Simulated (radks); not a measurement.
Species: Er IV. Configuration: [Kr] 4d10 4f11 5s2 5p5 5f1 (not the ground configuration). All-electron calculation, Dirac Kohn-Sham, SOGGA, spin-unpolarised, spherical densities, finite nucleus; open shells fill j = l - 1/2 first; Fermi nuclear charge, rms radius 5.2516 fm. Program: a radial shooting solver on a logarithmic mesh with Libxc functionals.

Normalised radial functions P(r) = r R(r) (large component), r in bohr:

r,5p1/2,4f5/2,5d5/2
0.002217,0.0103,0.0000,0.0000
0.002581,0.0124,0.0000,0.0000
0.003029,0.0152,0.0000,0.0001
0.003526,0.0185,0.0000,0.0001
0.004138,0.0228,0.0000,0.0001
0.004817,0.0279,0.0000,0.0002
0.005653,0.0345,0.0000,0.0003
0.006581,0.0422,0.0000,0.0005
0.007723,0.0522,0.0000,0.0008
0.008991,0.0637,0.0000,0.0012
0.01055,0.0783,0.0001,0.0019
0.01228,0.0947,0.0001,0.0028
0.01441,0.1147,0.0002,0.0043
0.01678,0.1362,0.0003,0.0064
0.01969,0.1608,0.0006,0.0097
0.02293,0.1850,0.0010,0.0141
0.0269,0.2094,0.0018,0.0208
0.03132,0.2289,0.0030,0.0296
0.03675,0.2415,0.0052,0.0423
0.04279,0.2412,0.0086,0.0584
0.05021,0.2226,0.0144,0.0800
0.05845,0.1827,0.0233,0.1052
0.0686,0.1141,0.0378,0.1361
0.07986,0.0245,0.0589,0.1678
0.09371,-0.0884,0.0917,0.1999
0.1091,-0.1992,0.1366,0.2239
0.128,-0.2969,0.2021,0.2348
0.149,-0.3458,0.2849,0.2234
0.1749,-0.3253,0.3954,0.1809
0.2036,-0.2245,0.5214,0.1082
0.2389,-0.0405,0.6704,0.0010
0.2782,0.1752,0.8173,-0.1182
0.3264,0.3858,0.9620,-0.2399
0.38,0.5060,1.0733,-0.3262
0.446,0.4936,1.1455,-0.3595
0.5192,0.3327,1.1614,-0.3204
0.6093,0.0348,1.1217,-0.2028
0.7093,-0.3078,1.0378,-0.0317
0.8323,-0.6489,0.9142,0.1847
0.969,-0.8864,0.7777,0.3950
1.137,-1.0015,0.6281,0.5893
1.324,-0.9764,0.4906,0.7229
1.553,-0.8356,0.3590,0.7910
1.808,-0.6402,0.2518,0.7809
2.122,-0.4254,0.1614,0.7000
2.471,-0.2536,0.0978,0.5768
2.899,-0.1265,0.0523,0.4254
3.375,-0.0557,0.0259,0.2884
3.961,-0.0196,0.0109,0.1715
4.611,-0.0059,0.0041,0.0913
5.411,-0.0013,0.0012,0.0392
6.3,-0.0002,0.0003,0.0144
7.393,0.0000,0.0001,0.0039
8.606,0.0000,0.0000,0.0009
10.1,0.0000,0.0000,0.0001
11.76,0.0000,0.0000,0.0000
13.8,0.0000,0.0000,0.0000

5p1/2: eigenvalue -67.151 eV, 3 radial nodes at r = 0.0828, 0.246, 0.619 bohr, <r> = 1.34 bohr, 90 % of the charge inside 1.95 bohr. 4f5/2: eigenvalue -44.497 eV, 0 radial nodes, <r> = 0.749 bohr, 90 % of the charge inside 1.27 bohr. 5d5/2 (empty): eigenvalue -30.199 eV, 2 radial nodes at r = 0.239, 0.727 bohr, <r> = 1.96 bohr, 90 % of the charge inside 2.93 bohr.
